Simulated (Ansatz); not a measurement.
Molecule: sum formula HGeO, charge -1, multiplicity 1. 
Coordinates optimised at B3LYP-D3(BJ)/def2-TZVP (Ansatz, a first-principles code):
```xyz
3

Ge    -0.3157    -0.1386    -0.2506
O      1.1394     0.3882     0.8804
H      0.9861     1.3297     0.9758
```
Charge -1, spin multiplicity 1.

Basis-set convergence of Hartree-Fock and CCSD(T) correlation energies (hartree) with Ansatz. Correlated levels leave the core frozen unless marked. No spin-orbit coupling. Frozen are the shells of the preceding noble gas and the d and f shells that filled before the atom's block. Non-relativistic. This anion needs diffuse functions, which these sets lack.

The Hartree-Fock reference is unstable (checked in the largest basis), which strains HF and MP2. 

```
basis    functions        E(HF)  E(corr, CCSD(T))
-------  ---------  -----------  ----------------
cc-pVDZ         46  -2150.71673          -0.29722
cc-pVTZ         87  -2150.82890          -0.37877
cc-pVQZ        153  -2150.84648          -0.40530
cc-pV5Z        250          ___               ___
```

**Question.** Some entries are withheld; supply them.

**Answer.** 
- cc-pV5Z, E(HF): -2150.85084
- cc-pV5Z, E(corr, CCSD(T)): -0.41504
